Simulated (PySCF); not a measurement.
A geometry optimisation on `[SH][Cu][SH]` (Cu(SH)2) [radical].

Computed with PBE0-D3(BJ)/def2-SVP geometry optimisation, gas phase (PySCF 2.14.0). Start geometry: GFN2-xTB. The input is one job of a driver script: a line of settings, then coordinates in Å.

Input:
```
{"job": {"xc": "PBE0", "basis": "def2-SVP", "d3": "d3bj", "grid": 1, "maxiter": 40, "kind": "geom"}, "charge": 0, "multiplicity": 2}
Cu     0.002730    -0.001310     0.000490
S     -0.039620     0.032140     2.155150
H      1.176740     0.516730     2.354720
S      0.039990    -0.034020    -2.155650
H     -1.179840    -0.513540    -2.354710
```

Output:
```
step   0  E = -2437.13532994  max force = 0.015775
step   1  E = -2437.13648980  max force = 0.001240
step   2  E = -2437.13658686  max force = 0.000620
step   3  E = -2437.13661047  max force = 0.000397
step   4  E = -2437.13661128  max force = 0.000205
optimisation converged
```

Energies in Eh; «max force» is the largest Cartesian gradient component in Eh/bohr.

**Question.** Give the first gradient maximum in eV/Å.

**Answer.** With 1 Eh/bohr = 51.422 eV/Å, 0.811 eV/Å.

**Question.** How much energy does the optimisation release, in eV?

**Answer.** E(step 0) − E(last step) = 0.001281 Eh, which is 0.035 eV.

Main results: final energy -2437.13661 Eh after 4 steps; dipole 0.00 D.

**Question.** Give the final coordinates.

**Answer.** 0.053 Å rms from the input after alignment:
```
atom  x, y, z in Å
Cu1    0.0007   -0.0004   -0.0002
S2    -0.0800    0.0212    2.1326
H3     1.1719    0.5155    2.2864
S4     0.0797   -0.0210   -2.1331
H5    -1.1723   -0.5152   -2.2857
```

On an Arm Neoverse V1 with one thread (shared host), this took 18 s wall.
Labels such as C1 count atoms from 1, the log's own numbers from 0.

For an open-shell metal species like this, the optimisation's SCF solution wasn't tested for stability and no frequencies at its level were run, so a lower state or another shape may exist.
